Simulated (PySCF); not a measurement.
Point-charge models of `Cc1cnn(C)c1Cl` against its computed dipole.

Coordinates (GFN2-xTB, Å) and charges (e) from the PBE0/pcSseg-1 density (PySCF):

| atom | x | y | z | Mulliken | IAO | Hirshfeld | ESP-fitted |
| --- | --- | --- | --- | --- | --- | --- | --- |
| C1 | -2.470 | 0.274 | 0.027 | -0.0846 | -0.4287 | -0.1190 | -0.4646 |
| C2 | -1.044 | -0.151 | 0.017 | -0.5447 | -0.0806 | -0.0468 | +0.1471 |
| C3 | -0.512 | -1.451 | 0.025 | +0.2103 | -0.0858 | -0.0371 | -0.0491 |
| N4 | 0.808 | -1.436 | 0.006 | -0.2239 | -0.2489 | -0.1486 | -0.5121 |
| N5 | 1.170 | -0.159 | -0.014 | -0.5031 | +0.0361 | +0.0335 | +0.4582 |
| C6 | 2.551 | 0.228 | -0.037 | -0.0244 | -0.3160 | -0.0609 | -0.2695 |
| C7 | 0.084 | 0.647 | -0.010 | +0.3955 | -0.0038 | +0.0261 | -0.2323 |
| Cl8 | 0.242 | 2.348 | -0.034 | -0.0859 | -0.0014 | +0.0006 | -0.0194 |
| H9 | -2.935 | 0.074 | -0.938 | +0.1347 | +0.1554 | +0.0464 | +0.1411 |
| H10 | -2.542 | 1.339 | 0.233 | +0.1225 | +0.1547 | +0.0384 | +0.1528 |
| H11 | -3.022 | -0.274 | 0.788 | +0.1287 | +0.1552 | +0.0483 | +0.1353 |
| H12 | -1.042 | -2.381 | 0.045 | +0.0763 | +0.1634 | +0.0582 | +0.1714 |
| H13 | 3.142 | -0.685 | -0.066 | +0.1388 | +0.1825 | +0.0621 | +0.1314 |
| H14 | 2.804 | 0.803 | 0.856 | +0.1301 | +0.1587 | +0.0497 | +0.1043 |
| H15 | 2.763 | 0.833 | -0.920 | +0.1297 | +0.1592 | +0.0492 | +0.1054 |

Compute μ = Σ q r for each scheme (1 e·Å = 4.803 D) and compare with the dipole of the full density.

The full density gives (0.21, 0.91, -0.04) D, 0.94 D in size; dipole vectors point from the negative to the positive end.

```tsv
scheme	μx	μy	μz	size (D)	share of the full size (%)	angle to the full dipole (°)
Mulliken	-0.79	1.34	-0.05	1.56	166	43
IAO	0.92	1.04	-0.04	1.38	148	29
Hirshfeld	0.76	0.88	-0.02	1.16	124	28
ESP-fitted	0.18	0.86	-0.03	0.88	94	1
```

Which set comes closest?

Length of the difference vector: ESP-fitted 0.06 D, Hirshfeld 0.55 D, IAO 0.72 D, Mulliken 1.09 D. Closest: ESP-fitted. The schemes that divide the density aren't constrained to reproduce the dipole.

What is left for the Hirshfeld atoms' own dipoles?

The Hirshfeld atoms' densities add up to the full density, so μ = Σ q r + Σ (atomic dipoles). The atomic dipoles sum to (0.21, 0.91, -0.04) − (0.76, 0.88, -0.02) = (-0.55, 0.03, -0.02) D, 0.55 D in size.

With the origin at the mean of the coordinates, (0.000, 0.001, -0.001) Å, which are the largest single terms, by size, of the ESP-fitted dipole along the direction of the full one?

N4 +3.01, H12 -2.10, C6 -1.01, H15 +0.74, C7 -0.72 D; all 15 atoms together +0.88 D. The single terms depend on the origin, their sum doesn't.

Give the size of the full dipole in other units.

0.94 D = 0.369 au = 0.195 e·Å = 3.12 × 10⁻³⁰ C·m.

Geometry: GFN2-xTB; no solvent, vibrations or thermal averaging.

These values come from a run that also computed NMR shieldings. Time: 36 s. Hardware: one thread, x86-64 server (shared host).
